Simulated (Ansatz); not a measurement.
Start from `O/[C]([GaH2])=N/[SiH3]` and change one atom or group to get `N=[C](O)[GaH2]`.

Ansatz, PBE0-D4/def2-TZVP geometries, multiplicity 1. Each molecule was computed in one conformer, which needn't be the lowest.

Scalar relativity is left out up to krypton.

```tsv
property	`O/[C]([GaH2])=N/[SiH3]`
HOMO–LUMO gap (PBE0/def2-TZVPP) / eV	5.98
HOMO energy (PBE0/def2-TZVPP) / eV	-7.24
size of the dipole moment (ωB97M-V/def2-TZVPP) / D	0.68
LUMO energy (B3LYP/def2-TZVPP) / eV	-1.49
HOMO–LUMO gap (PBE/def2-TZVPP) / eV	3.89
HOMO–LUMO gap (B3LYP/def2-TZVPP) / eV	5.56
```

What does the change do to each property? (An estimate is asked.)

The calculation gave: 
```json
{"property": "HOMO–LUMO gap (PBE0/def2-TZVPP) / eV", "`N=[C](O)[GaH2]`": "5.22", "shift": "-0.76"}
{"property": "HOMO energy (PBE0/def2-TZVPP) / eV", "`N=[C](O)[GaH2]`": "-7.41", "shift": "-0.17"}
{"property": "size of the dipole moment (ωB97M-V/def2-TZVPP) / D", "`N=[C](O)[GaH2]`": "1.14", "shift": "0.46"}
{"property": "LUMO energy (B3LYP/def2-TZVPP) / eV", "`N=[C](O)[GaH2]`": "-2.48", "shift": "-0.99"}
{"property": "HOMO–LUMO gap (PBE/def2-TZVPP) / eV", "`N=[C](O)[GaH2]`": "3.07", "shift": "-0.82"}
{"property": "HOMO–LUMO gap (B3LYP/def2-TZVPP) / eV", "`N=[C](O)[GaH2]`": "4.74", "shift": "-0.82"}
```

With PBE0 the HOMO falls by 0.17 eV and the LUMO falls by 0.93 eV, so the gap narrows by about 0.76 eV. PBE moves the HOMO by -0.09 eV and ωB97M-V by -0.20 eV. Dipoles are sizes alone; their direction can turn.

B3LYP here is the variant with VWN-RPA as its local correlation; programs differ in this.
